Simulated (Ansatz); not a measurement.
System: CH₃Li, charge 0, singlet. CH3Li (SMILES [Li][CH3]).
B3LYP-D3(BJ)/def2-TZVP minimum from Ansatz (a quantum-chemistry and plane-wave program):
```
C
H 1 1.0977
H 1 1.0977 2 106.12
H 1 1.0977 2 106.12 3 112.60
Li 1 1.9692 2 112.65 3 -123.70
```
Charge 0, spin multiplicity 1.

Total energies in def2-TZVPP, 8 correlated electrons, 2 frozen orbitals. UHF or UKS for unpaired electrons; spin-orbit terms are left out. Correlated methods leave the cores frozen. No relativity.

| method | program | energy (Eh) | minus CCSDT(Q) (mEh) |
|---|---|---|---|
| HF | Ansatz | -47.03695 | 230.95 |
| MP2 | Ansatz | -47.24274 | 25.17 |
| CCSD | Ansatz | -47.25924 | 8.67 |
| CCSD(T) | Ansatz | -47.26718 | 0.73 |
| CCSDT(Q) | Ansatz | -47.26791 | 0.00 |

Rough core times of Ansatz's runs on a shared machine: CCSD(T) under 20 s, CCSDT(Q) 90 s.
